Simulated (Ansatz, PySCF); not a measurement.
Noncovalent pair: HF (SMILES F) (first 2 atoms) with AsH3 (SMILES [AsH3]); geometry from B3LYP-D3(BJ)/def2-TZVP, rigid monomers moved along the line of their centres of mass till H2···As3 is 3.35 Å.
(charge 0, multiplicity 1):
```tsv
atom	x (Å)	y (Å)	z (Å)
F	0.8330	-0.5598	-0.2549
H	0.5508	-0.3219	0.6061
As	-0.4534	0.5267	3.6908
H	0.3371	0.1505	4.9306
H	-1.7825	0.0712	4.2650
H	-0.6404	1.9723	4.1137
```

Interaction energies are E(AB) − E(A) − E(B) at the monomers' geometry in the complex; basis-set methods are counterpoise corrected. Rows marked so take none.

Frozen-core correlation. Filled d and f shells under p-block atoms count as core. Rows in 6-31G* carry no dispersion term and start afresh at each structure (6-31G* with six Cartesian d functions); the Pople sets are all-electron and without relativity.

Run with Ansatz (a quantum-chemistry and plane-wave program); PySCF for 6-31G* rows. Values without a source in brackets are computed.

Q: Estimate the interaction energy that B3LYP/6-31G* (no counterpoise) returns for this input.

A: -2.2 kcal/mol
